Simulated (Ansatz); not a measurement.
The cluster K2H2. Charge 0, multiplicity 1. Geometry relaxed at r2SCAN-D4/def2-TZVP.

```xyz
4

K     1.1545   -0.8477   -1.0821
K    -1.1543    0.8468    1.0831
H     1.2843    1.0002    0.5844
H    -1.2846   -0.9993   -0.5854
```

The structure comes from a short search, and lower isomers may exist.

Estimate the harmonic wavenumbers at RKS r2SCAN-D4/def2-TZVP (Ansatz, unscaled). Is this a minimum?

141, 344, 641, 667, 756, 761 cm⁻¹. Yes, no mode is imaginary beyond noise. Zero-point energy 19.8 kJ/mol. Hardware: 4 threads of Arm Neoverse N1 on a shared host. Wall time 17 s.
